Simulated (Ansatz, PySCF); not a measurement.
Process, species as SMILES: CB(C)N + 3 [H][H] (H2) -> B (BH3) + 2 C (CH4) + N (NH3)
Geometries: B3LYP-D3(BJ)/def2-TZVP minima from Ansatz (a quantum-chemistry and plane-wave program), one conformer each, not searched for the lowest. Frequencies are from Ansatz or PySCF.
Geometry of the first species:
```
B
N 1 1.4003
H 2 1.0067 1 123.21
H 2 1.0067 3 113.57 1 -180.00
C 1 1.5804 2 119.63 3 0.00
H 5 1.0930 1 114.13 2 0.00
H 5 1.0948 6 107.64 1 123.25
H 5 1.0948 6 107.64 7 113.50
C 1 1.5804 2 119.63 3 -180.00
H 9 1.0930 1 114.13 2 0.00
H 9 1.0948 10 107.64 1 -123.25
H 9 1.0948 10 107.64 11 -113.50
```

Quantity: energy of full hydrogenation (enthalpy at 298 K, with B3LYP-D3(BJ) rigid-rotor harmonic-oscillator terms), in kcal/mol. Valence correlation only, unless marked. Spin-orbit coupling is left out. Non-relativistic. CBS(X,Y): correlation extrapolated as X^-3; Hartree-Fock from the larger set. The bracket is a focal-point correction in the basis named.

RI-MP2/CBS(aug-cc-pVTZ,aug-cc-pVQZ)+[CCSD(T)-MP2]/aug-cc-pVTZ (Ansatz) gives 27.9 kcal/mol.

Another calculation gave 26.6 kcal/mol. Which level was it?
A. SVWN5/def2-TZVPD (Ansatz)
B. M06-2X/def2-TZVPD (PySCF)
C. HF/def2-TZVPD (PySCF)
D. B2GP-PLYP/def2-TZVPD (Ansatz)

D, B2GP-PLYP/def2-TZVPD (Ansatz). The others give 12.7 (HF), 30.6 (M06-2X), 38.4 (SVWN5) kcal/mol.
